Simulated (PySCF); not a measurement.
C5H9B2NO2.
Bonds: O1–B2, B2–O3, B2–B4, B4–N5, N5–C6 (aromatic), C6–C7 (aromatic), C7–C8 (aromatic), C8–C9 (aromatic), C9–C10 (aromatic), N5–C10 (aromatic). Hydrogens: H11 on O1; H12 on O3; H13, H14 on B4; H15 on C6; H16 on C7; H17 on C8; H18 on C9; H19 on C10.

Torsions of this conformer, `[OH:1][B:2]([OH:3])[BH2-:4][n+:5]1[cH:6][cH:7][cH:8][cH:9][cH:10]1`: O1–B2–B4–N5 176°, B2–B4–N5–C6 82°, H–O1–B2–O3 180°, H–O3–B2–O1 0°.

The closed-shell ground state was solved at several levels (PySCF, density fitting, gas phase, non-relativistic). Isolated species at its PBE0-D3(BJ)/def2-SVP geometry (one conformer only).

```csv
level,basis functions,HOMO (eV),LUMO (eV),gap (eV),dipole (D)
PBE0/pcSseg-1,215,-6.47,-1.82,4.65,4.88
KT2/pcSseg-1,215,-5.42,-2.60,2.82,4.51
```

(1) Estimate the row for wB97X-D/def2-SVPD, a basis of 278 functions; the other rows only guide the guess.

(2) Over all these levels, which gives the widest orbital gap and which the narrowest?

(3) How far do the dipole and the HOMO energy spread over the levels?

## Answers

(1) HOMO -8.32 eV, LUMO -0.18 eV, gap 8.14 eV, dipole 5.22 D.

(2) wB97X-D/def2-SVPD (range-separated hybrid) has the widest, 8.14 eV, and KT2/pcSseg-1 (GGA) the narrowest, 2.82 eV. Functional and basis both differ between the two, so the spread mixes both effects.

(3) The dipole runs from 4.51 to 5.22 D (mean 4.87 D) and the HOMO from -8.32 to -5.42 eV.
